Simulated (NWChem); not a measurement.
System meant: NbH₃SO₃; SMILES [OH][Nb](=[S])([OH])[OH]

Here is an NWChem input.

```
start job
memory heap 200 mb stack 900 mb global 1100 mb
geometry units angstroms noautoz
  Nb    -0.000142     0.251436     0.000518
  S      0.000154    -1.900809    -0.004101
  O     -0.329149     0.882754     1.741382
  H     -0.489723     0.461243     2.590833
  O     -1.342589     0.888687    -1.152493
  H     -1.998029     0.468932    -1.717617
  O      1.670604     0.888204    -0.583288
  H      2.487066     0.468590    -0.870306
end
basis spherical
  * library def2-svp
end
ecp
  Nb library def2-ecp
end
dft
  xc xpbe96 cpbe96
  iterations 4
  mulliken
end
task dft energy
```

End of the output:

```
    Atom       Charge   Shell Charges
 -----------   ------   -------------------------------------------------------
    1 Nb  13    13.37   0.01  1.05  0.87  0.31  0.11  5.55  0.98  0.40  2.61  1.30  0.18
    2 S   16    15.80   2.00  1.96  0.98  0.66  5.81  1.90  2.46  0.04
    3 O    8     8.07   1.97  0.88  0.58  2.70  1.92  0.01
    4 H    1     0.88   0.54  0.16  0.18
    5 O    8     8.07   1.97  0.88  0.58  2.70  1.92  0.01
    6 H    1     0.88   0.54  0.16  0.18
    7 O    8     8.07   1.97  0.88  0.58  2.70  1.92  0.01
    8 H    1     0.88   0.54  0.16  0.18

 center of mass
 --------------
 x =  -0.00000000 y =  -0.00000000 z =   0.01238183

 moments of inertia (a.u.)
 ------------------
         875.690541024884          -0.000000000000          -0.000000000000
          -0.000000000000         875.690541024884           0.000000000000
          -0.000000000000           0.000000000000         612.065256111881

     Multipole analysis of the density
     ---------------------------------

     L   x y z        total         alpha         beta         nuclear
     -   - - -        -----         -----         ----         -------
     0   0 0 0      0.000000    -28.000000    -28.000000     56.000000

     1   1 0 0      0.000000      0.000000      0.000000     -0.000000
     1   0 1 0     -0.000000     -0.000000     -0.000000     -0.000000
     1   0 0 1      0.081891      5.882974      5.882974    -11.684056

     2   2 0 0    -32.111844   -101.814181   -101.814181    171.516517
     2   1 1 0     -0.000000     -0.000000     -0.000000      0.000000
     2   1 0 1      0.000000      0.000000      0.000000     -0.000000
     2   0 2 0    -32.111844   -101.814181   -101.814181    171.516517
     2   0 1 1     -0.000000     -0.000000     -0.000000     -0.000000
     2   0 0 2    -44.498571   -162.365254   -162.365254    280.231937

 ------------------------------------------------------------------------
 dft energy failed                                                                                  0
 ------------------------------------------------------------------------
 ------------------------------------------------------------------------
  current input line :
    24: task dft energy
 ------------------------------------------------------------------------
 ------------------------------------------------------------------------
 This type of error is most commonly associated with calculations not reaching convergence criteria
 ------------------------------------------------------------------------
 For more information see the NWChem manual at https://nwchemgit.github.io

0:dft energy failed:Received an Error in Communication
```

Question: Find the fault in this run and fix the input.

Answer: The run did not converge; its last values are not results. Cause: the SCF was allowed too few iterations. This input runs:
```
start job
memory heap 200 mb stack 900 mb global 1100 mb
geometry units angstroms noautoz
  Nb    -0.000142     0.251436     0.000518
  S      0.000154    -1.900809    -0.004101
  O     -0.329149     0.882754     1.741382
  H     -0.489723     0.461243     2.590833
  O     -1.342589     0.888687    -1.152493
  H     -1.998029     0.468932    -1.717617
  O      1.670604     0.888204    -0.583288
  H      2.487066     0.468590    -0.870306
end
basis spherical
  * library def2-svp
end
ecp
  Nb library def2-ecp
end
dft
  xc xpbe96 cpbe96
  iterations 150
  mulliken
end
task dft energy
```
It converges to -682.19821 Ha (PBE/def2-SVP with def2 effective core potentials on Nb).
